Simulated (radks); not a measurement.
Task: In V, 45 electrons, occupied as [Kr] 4d9. Calculated with a radial shooting solver on a logarithmic mesh with Libxc functionals: non-relativistic Kohn-Sham, TPSS, spin-polarised, spherical densities, point nucleus; open shells are filled with parallel spins first (spin-orbit coupling, left out, can overturn this in heavy ions); meta-GGA in the generalised Kohn-Sham scheme; relativity is left out, which matters for an element this heavy. Some entries of the table are withheld. Estimate them.

orbital  occ.  eigenvalue (hartree)  r(max) (bohr)  <r^2> (bohr^2)
1s down     1             -987.6112        0.02055        0.001289
1s up       1             -987.6111        0.02055        0.001289
2s up       1             -146.1775         0.1139         0.02117
2s down     1             -146.1686         0.1139         0.02117
2p up       3             -136.5473        0.08925         0.01598
2p down     3             -136.5406        0.08925         0.01598
3s up       1             -29.15133         0.3273          0.1489
3s down     1             -29.14821         0.3273          0.1489
3p up       3             -25.20456         0.3140          0.1442
3p down     3             -25.20005         0.3140          0.1441
3d up       5                   (1)         0.2589          0.1248
3d down     5                   (2)         0.2590          0.1248
4s up       1              -5.86970            (3)          0.8627
4s down     1              -5.83501            (4)          0.8626
4p up       3              -4.57355         0.8254          0.9758
4p down     3              -4.53857         0.8249          0.9764
4d up       5              -2.43432            (5)           1.415
4d down     4              -2.40085            (6)           1.424

Result: 
(1) 3d up eigenvalue (hartree): -17.92933
(2) 3d down eigenvalue (hartree): -17.92083
(3) 4s up r(max) (bohr): 0.7956
(4) 4s down r(max) (bohr): 0.7951
(5) 4d up r(max) (bohr): 0.9105
(6) 4d down r(max) (bohr): 0.9103
